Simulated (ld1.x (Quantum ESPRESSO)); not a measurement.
**Before and after: RRKJ potential for nitrogen**

N, norm-conserving RRKJ (Kleinman–Bylander form), made with ld1.x (Quantum ESPRESSO) 7.5 (PBE, non-relativistic). Core [He], reference 2s2 2p3. Waves: 2p (bound): rc 1.55 bohr; 3d channel at -0.15 Ry: rc 1.35 bohr; 2s (bound): rc 0.85 bohr. Local part: the s channel. Core correction: a·sin(br)/r model core inside 0.55 bohr. rho0 = 0.001.

Change: core correction none.

Cutoffs: the cutoffs (Ry, on a coarse ladder) from which the occupation-weighted sum of valence levels, in a spherical-Bessel basis at the reference potential, stays within 10 and 1 mRy of its value at 400 Ry; they do not see the model core or the augmentation charge, which bear on the density cutoff. Errors are all-electron minus pseudo energies relative to the spin-unpolarised reference configuration.

Problem. How do hardness, ghosts and transferability respond?

Solution. The potential gets neither clearly harder nor softer (55 Ry and 140 Ry → 55 Ry and 140 Ry); of the 7 tests that both files solve, the error grows in 0 and shrinks in 1 by more than 15 % and 0.3 meV (median size 18.2 → 15.7 meV); neither file shows a bound ghost.

| quantity | base | changed |
| --- | --- | --- |
| cutoff, loose | 55 Ry | 55 Ry |
| cutoff, tight | 140 Ry | 140 Ry |
| bound ghosts | none | none |
| error for 2s2 2p2, meV [ΔE 13.60 eV] | +15 | +16 |
| error for 2s2 2p1, meV [ΔE 42.46 eV] | +166 | +172 |
| error for 2s2 2p0, meV [ΔE 89.54 eV] | +788 | +822 |
| error for 2s0 2p5, meV [ΔE 22.98 eV] | +18 | +14 |
| error for 2s2 2p3.3, meV [ΔE -1.62 eV] | +0.1 | +0.1 |
| error for 2s1 2p3, meV [ΔE 25.34 eV] | -25 | -27 |
| error for 2s1 2p4, meV [ΔE 11.48 eV] | +4.5 | +4.2 |
| s: phases at 1.71 bohr within 0.05 rad from the reference energy up to (Ry; the scan ends near 5) | to the end of the scan | to the end of the scan |
| p: phases at 1.71 bohr within 0.05 rad from the reference energy up to (Ry; the scan ends near 5) | 3.7 | 3.7 |
| d: phases at 1.71 bohr within 0.05 rad from the reference energy up to (Ry; the scan ends near 5) | to the end of the scan | to the end of the scan |
